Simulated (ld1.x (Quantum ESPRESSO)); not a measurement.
Bi: one change to a TM semilocal potential, before and after

Bi, norm-conserving Troullier–Martins (semilocal form), made with ld1.x (Quantum ESPRESSO) 7.5 (PBE, scalar-relativistic). Core [Xe] 4f14, reference 5d10 6s2 6p1 (charge +2). Waves: 6s (bound): rc 1.85 bohr; 5d (bound): rc 1.70 bohr; 6p (bound): rc 2.40 bohr. Local part: the p channel. Core correction: none.

Change: wave 6p (bound): rc 2.40 bohr becomes 6p (bound): rc 3.10 bohr.

Cutoffs: the cutoffs (Ry, on a coarse ladder) from which the occupation-weighted sum of valence levels, in a spherical-Bessel basis at the reference potential, stays within 10 and 1 mRy of its value at 400 Ry; they do not see the model core or the augmentation charge, which bear on the density cutoff. Errors are all-electron minus pseudo energies relative to the spin-unpolarised reference configuration.

How do hardness, ghosts and transferability respond?

The potential gets neither clearly harder nor softer (55 Ry and 90 Ry → 55 Ry and 90 Ry); the d channel sets the loose cutoff, while the largest relative change is in p, which becomes softer; of the 7 tests that both files solve, the error grows in 4 and shrinks in 0 by more than 15 % and 0.3 meV (median size 11.3 → 18.2 meV); neither file shows a bound ghost. More of the atom is replaced by a form fitted at one configuration, so other configurations suffer. A semilocal file is local in each channel, so a ghost entry of none says nothing of the separable form that plane-wave codes build from it.

| quantity | base | changed |
| --- | --- | --- |
| cutoff, loose | 55 Ry | 55 Ry |
| cutoff, tight | 90 Ry | 90 Ry |
| loose cutoff by channel (10 mRy a level) | s 21 Ry, d 50 Ry, p 10 Ry | s 21 Ry, d 50 Ry, p 6 Ry |
| bound ghosts | none | none |
| error for 5d10 6s2 6p3, meV [ΔE -23.16 eV] | +23 | +28 |
| error for 5d10 6s2 6p2, meV [ΔE -15.25 eV] | +11 | +10 |
| error for 5d10 6s2 6p0, meV [ΔE 23.34 eV] | -4.9 | -17 |
| error for 5d10 6s1 6p4, meV [ΔE -13.08 eV] | +8.0 | +24 |
| error for 5d10 6s1 6p0, meV [ΔE 68.75 eV] | +20 | -20 |
| error for 5d10 6s2 6p2.5, meV [ΔE -20.06 eV] | +17 | +18 |
| error for 5d10 6s1 6p3, meV [ΔE -4.43 eV] | +0.6 | +11 |
